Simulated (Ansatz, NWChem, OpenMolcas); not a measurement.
A family of molecules: the HOMO–LUMO gap

Gas-phase molecules, one atom swapped for its congeners: ClF; Cl2 (chlorine); BrCl (bromine chloride); ICl (iodine monochloride). All are singlets with charge 0.

Shapes, held fixed at every level: PBE0-D4/def2-TZVP; BrCl at the measured bond length. Programs: Ansatz 0.2.0, NWChem 7.3.0, OpenMolcas 26.06. A level may come from different programs for different species; with the same settings they agree closely. Values in eV.

| level | ClF | Cl2 | ICl |
| --- | --- | --- | --- |
| HF/STO-3G | 18.45 | 14.76 | 12.15 |
| HF/3-21G | 15.91 | 13.02 | 10.46 |
| HF/def2-SVP | 15.71 | 13.54 | 10.73 |
| PBE0/def2-SVP | 6.68 | 5.69 | 4.34 |

Estimate the column for BrCl from its neighbours.

The mean of the neighbours at PBE0/def2-SVP is 5.02 eV, against 5.00 from the run. All rows: HF/STO-3G 13.61; HF/3-21G 11.87; HF/def2-SVP 12.20; PBE0/def2-SVP 5.00 eV. At PBE0/def2-SVP the HOMO–LUMO gap falls at every step, from 6.68 to 4.34 eV. Every level shows the same order. For atoms past krypton def2 sets carry core potentials with scalar relativity. All-electron rows are non-relativistic unless named. Relativity is left out for Br. Orbital gaps aren't excitation energies, and the LUMO depends on the basis.
